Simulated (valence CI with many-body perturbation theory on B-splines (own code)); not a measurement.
## In XXXV: calculated level list

Computed by configuration interaction combined with many-body perturbation theory (CI+MBPT): five valence electrons over a frozen Dirac-Fock core [Ne], radial functions for each j: 9 s, 9 p, 8 d, 6 f, 3 g, 1 h, with the one-electron correlation potential Σ1 (screened to all orders), the two-electron term Σ2, the three-electron term Σ3, Breit, model QED; selected single and double excitations, second order for the rest (own B-spline code, finite nucleus).

No measured spectrum was set against this ion. As an estimate, large intervals hold to a few tenths of a per cent, small ones and those within an open d or f shell to about a per cent. Among the levels kept, up to 580 cm⁻¹ of a level comes from second order outside the variational space, and about a tenth of that is noise between levels of different J, which matters for small intervals.

Levels 1 to 45 of 49, with energies above the lowest level, (3s^2 3p1/2^2 3p3/2) J=3/2. "Leading %" is the weight of the configuration and term that name the level; weights of strongly mixed levels are sums over their largest components and can fall short. In the jj column 3d3/2^4 stands for four electrons in 3d with j = 3/2. Lifetimes count E1, E2, E3, M1 and M2 decay at the calculated energies, and are blank where another channel may lead or the interval is too uncertain; long ones can be off by a factor of two.

| No. | Configuration | Term | J | E (cm⁻¹) | Leading % | Leading jj | Lifetime |
| --- | --- | --- | --- | --- | --- | --- | --- |
| 1 | 3s2.3p3 | 2P° | 3/2 | 0 | 41 | 3s^2 3p1/2^2 3p3/2 (96 %) |  |
| 2 | 3s2.3p3 | 4S° | 3/2 | 348260 | 50 | 3s^2 3p1/2 3p3/2^2 (96 %) | 1.12 μs |
| 3 | 3s2.3p3 | 2D° | 5/2 | 405730 | 98 | 3s^2 3p1/2 3p3/2^2 (98 %) | 5.84 μs |
| 4 | 3s2.3p3 | 2P° | 1/2 | 476790 | 98 | 3s^2 3p1/2 3p3/2^2 (98 %) | 1.23 μs |
| 5 | 3s2.3p3 | 2P° | 3/2 | 831060 | 55 | 3s^2 3p3/2^3 (96 %) | 448 ns |
| 6 | 3s.3p4 | 4P | 5/2 | 1059500 | 65 | 3s 3p1/2^2 3p3/2^2 (79 %) | 135 ps |
| 7 | 3s2.3p2.3d | 4F | 3/2 | 1064700 | 34 | 3s^2 3p1/2^2 3d3/2 (85 %) | 1.19 ns |
| 8 | 3s.3p4 | 4P | 1/2 | 1225500 | 43 | 3s 3p1/2^2 3p3/2^2 (78 %) | 22.2 ps |
| 9 | 3s2.3p2.3d | 4F | 5/2 | 1240700 | 30 | 3s^2 3p1/2^2 3d5/2 (75 %) | 21.0 ps |
| 10 | 3s.3p4 | 4P | 3/2 | 1243200 | 30 | 3s 3p1/2^2 3p3/2^2 (57 %) | 14.0 ps |
| 11 | 3s2.3p2.3d | 4D | 3/2 | 1418100 | 30 | 3s^2 3p1/2 3p3/2 3d3/2 (79 %) | 78.1 ps |
| 12 | 3s2.3p2.3d | 2F | 5/2 | 1419900 | 45 | 3s^2 3p1/2 3p3/2 3d3/2 (93 %) | 869 ps |
| 13 | 3s2.3p2.3d | 4D | 1/2 | 1427300 | 71 | 3s^2 3p1/2 3p3/2 3d3/2 (93 %) | 232 ps |
| 14 | 3s.3p4 | 4P | 3/2 | 1435300 | 39 | 3s 3p1/2 3p3/2^3 (49 %) | 116 ps |
| 15 | 3s2.3p2.3d | 4F | 7/2 | 1472800 | 37 | 3s^2 3p1/2 3p3/2 3d3/2 (85 %) | 4.66 ns |
| 16 | 3s.3p4 | 2D | 5/2 | 1495300 | 35 | 3s^2 3p1/2 3p3/2 3d5/2 (48 %) | 216 ps |
| 17 | 3s2.3p2.3d | 4D | 7/2 | 1514700 | 47 | 3s^2 3p1/2 3p3/2 3d5/2 (97 %) | 9.22 ns |
| 18 | 3s2.3p2.3d | 4F | 9/2 | 1572200 | 50 | 3s^2 3p1/2 3p3/2 3d5/2 (96 %) |  |
| 19 | 3s2.3p2.3d | 4P | 5/2 | 1597300 | 37 | 3s^2 3p1/2 3p3/2 3d5/2 (43 %) | 4.13 ps |
| 20 | 3s.3p4 | 2P | 1/2 | 1602300 | 23 | 3s 3p1/2 3p3/2^3 (32 %) | 5.78 ps |
| 21 | 3s2.3p2.3d | 4D | 3/2 | 1614100 | 36 | 3s^2 3p1/2 3p3/2 3d5/2 (44 %) | 13.8 ps |
| 22 | 3s2.3p2.3d | 4P | 3/2 | 1640400 | 26 | 3s^2 3p1/2 3p3/2 3d3/2 (69 %) | 1.99 ps |
| 23 | 3s2.3p2.3d | 4D | 5/2 | 1673900 | 37 | 3s^2 3p1/2 3p3/2 3d3/2 (35 %) | 4.78 ps |
| 24 | 3s2.3p2.3d | 2S | 1/2 | 1677100 | 32 | 3s^2 3p1/2 3p3/2 3d3/2 (56 %) | 3.11 ps |
| 25 | 3s2.3p2.3d | 2G | 7/2 | 1679100 | 44 | 3s^2 3p1/2 3p3/2 3d5/2 (73 %) | 15.4 ps |
| 26 | 3s2.3p2.3d | 2D | 3/2 | 1736500 | 37 | 3s^2 3p1/2 3p3/2 3d5/2 (74 %) | 5.49 ps |
| 27 | 3s2.3p2.3d | 2D | 5/2 | 1745000 | 50 | 3s^2 3p1/2 3p3/2 3d5/2 (67 %) | 3.63 ps |
| 28 | 3s.3p4 | 2P | 3/2 | 1768000 | 28 | 3s 3p1/2 3p3/2^3 (44 %) | 4.22 ps |
| 29 | 3s2.3p2.3d | 2P | 1/2 | 1817500 | 61 | 3s^2 3p1/2 3p3/2 3d5/2 (48 %) | 4.07 ps |
| 30 | 3s2.3p2.3d | 2F | 7/2 | 1932500 | 47 | 3s^2 3p3/2^2 3d5/2 (96 %) | 115 ps |
| 31 | 3s2.3p2.3d | 2P | 1/2 | 1932600 | 40 | 3s^2 3p3/2^2 3d5/2 (62 %) | 28.3 ps |
| 32 | 3s2.3p2.3d | 2G | 9/2 | 1955800 | 50 | 3s^2 3p3/2^2 3d5/2 (95 %) | 874 ns |
| 33 | 3s2.3p2.3d | 4P | 1/2 | 1986100 | 33 | 3s^2 3p3/2^2 3d3/2 (73 %) | 2.35 ps |
| 34 | 3s2.3p2.3d | 2D | 5/2 | 1989000 | 38 | 3s^2 3p3/2^2 3d3/2 (70 %) | 2.68 ps |
| 35 | 3s2.3p2.3d | 2D | 3/2 | 1992100 | 32 | 3s^2 3p3/2^2 3d3/2 (75 %) | 2.29 ps |
| 36 | 3s2.3p2.3d | 2F | 7/2 | 2019700 | 73 | 3s^2 3p3/2^2 3d3/2 (82 %) | 3.10 ps |
| 37 | 3s2.3p2.3d | 2D | 3/2 | 2091500 | 51 | 3s^2 3p3/2^2 3d3/2 (67 %) | 3.04 ps |
| 38 | 3s2.3p2.3d | 2D | 5/2 | 2098500 | 81 | 3s^2 3p3/2^2 3d5/2 (96 %) | 381 ps |
| 39 | 3s.3p3.3d | 6D° | 5/2 | 2125700 | 42 | 3s 3p1/2^2 3p3/2 3d3/2 (81 %) | 115 ps |
| 40 | 3s.3p3.3d | 6D° | 3/2 | 2132300 | 51 | 3s 3p1/2^2 3p3/2 3d3/2 (81 %) | 89.8 ps |
| 41 | 3s.3p3.3d | 6D° | 1/2 | 2133500 | 59 | 3s 3p1/2^2 3p3/2 3d3/2 (80 %) | 151 ps |
| 42 | 3s.3p3.3d | 6D° | 7/2 | 2146100 | 45 | 3s 3p1/2^2 3p3/2 3d3/2 (60 %) | 179 ps |
| 43 | 3s2.3p2.3d | 2D | 3/2 | 2184100 | 55 | 3s^2 3p3/2^2 3d5/2 (76 %) | 4.25 ps |
| 44 | 3s2.3p2.3d | 2D | 5/2 | 2209800 | 54 | 3s^2 3p3/2^2 3d5/2 (82 %) | 3.48 ps |
| 45 | 3s.3p3.3d | 6D° | 9/2 | 2214600 | 59 | 3s 3p1/2^2 3p3/2 3d5/2 (82 %) | 159 ps |

The ionisation energy to 3s2.3p2 3P_0 of the next ion comes out as 2190.2 eV (NIST: 2207 ± 8 eV (semi-empirical), further off than twice its uncertainty). All 49 levels together are meant to be complete up to 2319500 cm⁻¹.
